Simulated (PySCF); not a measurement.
Si(F)(H)(SMe)2 (C2H7FS2Si), SMILES CS[SiH](F)SC.

The structure is a stationary point at B3LYP-D3(BJ)/def2-SVP. The values are those of a single conformer.

Computed with PySCF with r2SCAN/def2-TZVP.

Isolated molecule, no solvent.

Estimate the frontier levels, gap, dipole moment and polarisability. (Estimate from the structure and the level; the computed values follow.)


The highest occupied level is -6.25 eV and the lowest empty level comes out as -0.90 eV. The orbital gap comes out as 5.34 eV. The dipole moment is 3.19 D. The quadrupole, principal values (traceless, Buckingham form, about the centre of nuclear charge) is -6.32, -2.84, 9.17 D·Å, the mean static polarisability is 88.6 bohr³ (13.13 Å³) and the polarisability, principal values comes out as 72.7, 81.3, 111.8 bohr³.
